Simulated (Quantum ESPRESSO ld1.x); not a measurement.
Q: Species: I28+. Configuration: [Ar] 3d7. Method: scalar-relativistic Kohn-Sham, LDA (Slater exchange, Perdew-Wang correlation), spin-polarised, spherical densities, point nucleus; open shells are filled with parallel spins first; computed with ld1.x of Quantum ESPRESSO 7.5. Some entries of the table are withheld. Estimate them.

orbital  occ.  eigenvalue (eV)  r(max) (bohr)
1s up       1         -34065.1          0.018
1s down     1         -34064.8          0.018
2s up       1         -6186.76          0.099
2s down     1         -6178.02          0.099
2p up       3         -5672.37            (1)
2p down     3         -5665.51            (2)
3s up       1         -2010.71          0.280
3s down     1         -2001.14          0.280
3p up       3         -1844.63          0.271
3p down     3         -1834.90          0.271
3d up       5         -1610.61          0.222
3d down     2         -1599.00          0.222

A: 
(1) 2p up r(max) (bohr): 0.080
(2) 2p down r(max) (bohr): 0.079
